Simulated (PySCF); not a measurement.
## Orbital picture of BeAl⁺

PBE at R = 2.815 Å; Be jorge-DZP-DKH, Al jorge-DZP-DKH; spin-free X2C with a Gaussian nucleus (PySCF 2.14). State: ¹Σ⁺ (singlet), closed shell. Only the outer orbitals are listed, counted within each symmetry.

```json
{"orbital": "5σ", "occ.": "2", "ε (eV)": "-14.02", "on Be (%)": "18", "main shells (%)": "80 Al s, 13 Be s"}
{"orbital": "6σ", "occ.": "2", "ε (eV)": "-10.95", "on Be (%)": "67", "main shells (%)": "67 Be s, 17 Al p, 15 Al s"}
{"orbital": "7σ", "occ.": "0", "ε (eV)": "-8.45", "on Be (%)": "61", "main shells (%)": "45 Be p, 37 Al p, 16 Be s"}
{"orbital": "2π", "occ.": "0", "ε (eV)": "-8.38", "on Be (%)": "27", "main shells (%)": "73 Al p, 26 Be p"}
{"orbital": "2π", "occ.": "0", "ε (eV)": "-8.38", "on Be (%)": "27", "main shells (%)": "73 Al p, 26 Be p"}
```

Task: Which are the highest filled and the lowest empty level, where do they sit, and how wide is the gap?

Result: Highest filled 6σ at -10.95 eV (in %: 67 Be s, 17 Al p, 15 Al s); lowest empty 7σ at -8.45 eV (in %: 45 Be p, 37 Al p, 16 Be s); the gap at PBE is 2.50 eV.

```
bond order (Mayer)                                                                                                 : 0.73
⟨S²⟩                                                                                                               : 0.000
charge on Be (Mulliken, basis-dependent)                                                                           : 0.29
charge on Be (Löwdin, basis-dependent)                                                                             : 0.30
dipole moment (positive dipole points towards Al; it is taken about the centre of mass and depends on that origin) : -2.09 D
polarisability along the bond                                                                                      : 115.5 bohr³
polarisability across the bond                                                                                     : 48.3 bohr³
```

Closed-shell solutions of metal pairs were not tested for spin polarisation, which can lower them a little.
